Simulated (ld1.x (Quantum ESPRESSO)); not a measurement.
**B (Z = 5): PAW pseudisation with LDA (PZ), scalar-relativistic reference atom.**

Input for ld1.x (Quantum ESPRESSO) 7.5:

```
&input
   title='B', zed=5., rel=1, dft='PZ', iswitch=3,
   config='[He] 2s2 2p1',
   nld=2, rlderiv=2.25, eminld=-3.0, emaxld=5.0, deld=0.02
 /
 &inputp
   pseudotype=3, lpaw=.true., tm=.true., lloc=-2, rcloc=1.85,
   nlcc=.true., new_core_ps=.true.,
   which_augfun='GAUSS', rmatch_augfun=0.95,
   file_pseudopw='B.UPF', file_wfcaegen='ae.wfc', file_wfcncgen='nc.wfc', file_beta='beta', file_chi='chi', file_wfcusgen='us.wfc'
 /
4
2S  1  0   2.00   0.00  0.90  1.15  0.0
2S  1  0   0.00   1.55  0.90  1.15  0.0
2P  2  1   1.00   0.00  1.75  2.05  0.0
2P  2  1   0.00   0.70  1.75  2.05  0.0
 &test
   configts(1)='2s2 2p1'
 /
```

Command:

```bash
ld1.x < B.in > B.out
```

The program printed (shortened: banner, matrices, multipoles, cross overlaps and the repeated all-electron block are left out):

```
Program LD1 v.7.5
     --------------------------- All-electron run ----------------------------

     B
     scalar relativistic calculation

     atomic number is  5.00
     dft =PZ   lsd =0 sic =0 latt =0  beta=0.20 tr2=1.0E-14
     Exchange-correlation= PZ
                           (   1   1   0   0   0   0   0)
     mesh =1059 r(mesh) = 101.04461 a.u. xmin = -7.00 dx = 0.01250
     1 Ry =  13.60569312 eV, c = 137.03599908

     n l     nl                  e(Ry)          e(Ha)          e(eV)
     1 0     1S 1( 2.00)       -13.1316        -6.5658      -178.6638
     2 0     2S 1( 2.00)        -0.6901        -0.3451        -9.3898
     2 1     2P 1( 1.00)        -0.2734        -0.1367        -3.7204

     final scf error:  2.8E-15 reached in  32 iterations

     Etot =     -48.701118 Ry,     -24.350559 Ha,    -662.612468 eV

     Ekin =      48.362292 Ry,      24.181146 Ha,     658.002502 eV
     Encl =    -113.027233 Ry,     -56.513616 Ha,   -1537.813844 eV
     Eh   =      23.011419 Ry,      11.505709 Ha,     313.086301 eV
     Exc  =      -7.047596 Ry,      -3.523798 Ha,     -95.887428 eV

     normalization and overlap integrals

     s(1S/1S) =  1.000000  <r> =   0.3322  <r2> =    0.1500  r(max) =   0.2129
     s(2S/2S) =  1.000000  <r> =   1.9653  <r2> =    4.6702  r(max) =   1.5152
     s(2P/2P) =  1.000000  <r> =   2.2891  <r2> =    6.8012  r(max) =   1.5536

     ------------------------ End of All-electron run ------------------------

     --------------------- Generating PAW atomic setup --------------------

      Generating local potential from pseudized AE potential:
      Matching radius rcloc =   1.8500
      Enforcing V''(0)=0 (lloc=-2)

      Local pseudo, rcloc= 1.851 Estimated cut-off energy=     8.84 Ry

      Computing core charge for nlcc:

       r > 0.69 : true rho core
      Core charge pseudized with two Bessel functions
      Integrated core pseudo-charge :   1.02
      Wfc-us  2S rcutus= 1.151  Estimated cut-off energy=    31.43 Ry
      Wfc-us  2S rcutus= 1.151  Estimated cut-off energy=    34.66 Ry
      Wfc-us  2P rcutus= 2.045  Estimated cut-off energy=    18.29 Ry
      Wfc-us  2P rcutus= 2.045  Estimated cut-off energy=    23.91 Ry

     Required augmentation: GAUSS   radius:    0.950000
     Message from routine us2paw:
     GAUSS augmentation functions are ususally harder than BESSEL; use BESSEL instead unless you have discontinuity in local potential

     Estimated PAW energy =  -10.421936 Ryd

     ------------------- End of pseudopotential generation -------------------

     Computing logarithmic derivative in   2.24641
     Computing logarithmic derivative in   2.24641
     Computing the partial wave expansion
     R is outside the sphere for l=    0 j= 0.00
     R is outside the sphere for l=    0 j= 0.00
     R is outside the sphere for l=    1 j= 0.00
     R is outside the sphere for l=    1 j= 0.00

     ---------------------- Testing the pseudopotential ----------------------

     B
     scalar relativistic calculation

     atomic number is  5.00   valence charge is  3.00
     dft = SLA  PZ   NOGX NOGC   lsd =0 sic =0 latt =0  beta=0.20 tr2=1.0E-14
     mesh =1059 r(mesh) = 101.04461 xmin = -7.00 dx = 0.01250

     n l     nl             e AE (Ry)        e PS (Ry)    De AE-PS (Ry)
     1 0     2S   1( 2.00)       -0.69014       -0.69014        0.00000
     2 1     2P   1( 1.00)       -0.27344       -0.27344        0.00000

     eps = 1.2E-15  iter =  3

     Etot =     -48.701118 Ry,     -24.350559 Ha,    -662.612468 eV
     Etotps =   -10.421942 Ry,      -5.210971 Ha,    -141.797738 eV

     Ekin =       5.676668 Ry,       2.838334 Ha,      77.235009 eV
     Encl =     -13.037580 Ry,      -6.518790 Ha,    -177.385309 eV
     Ehrt =       3.986565 Ry,       1.993283 Ha,      54.239981 eV
     Ecxc =      -7.047595 Ry,      -3.523798 Ha,     -95.887419 eV
     (Ecc =      -1.555505 Ry,      -0.777752 Ha,     -21.163719 eV)

     ---------------------- End of pseudopotential test ----------------------
```

Generation and configuration tests took about 1.3 s on one core of a shared server CPU.
